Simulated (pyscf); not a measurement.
PySCF, gas phase, ωB97X-D3(BJ)/def2-SVP geometries. MP2 and CC: frozen core, UHF for open shells. ΔMP2 is the change of the MP2 total energy from the triple- to the quadruple-zeta basis. Singlets are restricted, triplets unrestricted.

Singlet (Å):
```xyz
4

Al     1.6939    -0.9869    -0.5904
P     -0.3846     0.1578    -0.3714
H      0.2035     1.2243    -1.1260
H     -0.8129    -0.5406    -1.5469
```

Triplet (Å):
```xyz
4

Al     0.5098     2.3060     0.3176
P      0.7237     0.1917    -0.6591
H      0.5968    -0.5994     0.5185
H     -0.6256     0.0149    -1.0796
```

For these two minima of Al–PH₂ (SMILES [Al][PH2]), which spin state lies lower at CCSD(T)/def2-TZVPP + ΔMP2(QZVPP), and by how much (electronic energies)?

The singlet, by 1.82 eV. Zero-point energy shifts E(triplet) − E(singlet) by +0.03 eV. Other isomers of Al–PH₂ [singlet] were not searched in full and may lie lower. 

E(triplet) − E(singlet) by level (eV):

```json
[
 {"level": "ωB97X-D3(BJ)/def2-TZVP", "gap": "+1.85"},
 {"level": "PBE/def2-TZVP", "gap": "+1.61"},
 {"level": "r²SCAN/def2-TZVP", "gap": "+1.43"},
 {"level": "B3LYP-D3(BJ)/def2-TZVP", "gap": "+1.77"},
 {"level": "PBE0-D3(BJ)/def2-TZVP", "gap": "+1.59"},
 {"level": "M06-2X/def2-TZVP", "gap": "+1.81"},
 {"level": "ωB97M-D3(BJ)/def2-TZVP", "gap": "+2.04"},
 {"level": "HF/def2-TZVP", "gap": "+1.10"},
 {"level": "MP2/def2-QZVPP", "gap": "+1.73"},
 {"level": "CCSD/def2-TZVPP", "gap": "+1.78"},
 {"level": "CCSD(T)/def2-TZVPP", "gap": "+1.79"},
 {"level": "CCSD(T)/def2-TZVPP + ΔMP2(QZVPP)", "gap": "+1.82"}
]
```

The triplet is the lowest one reached from the SCF start used. The CCSD(T) − MP2 part came from Ansatz, without density fitting, on the same reference.
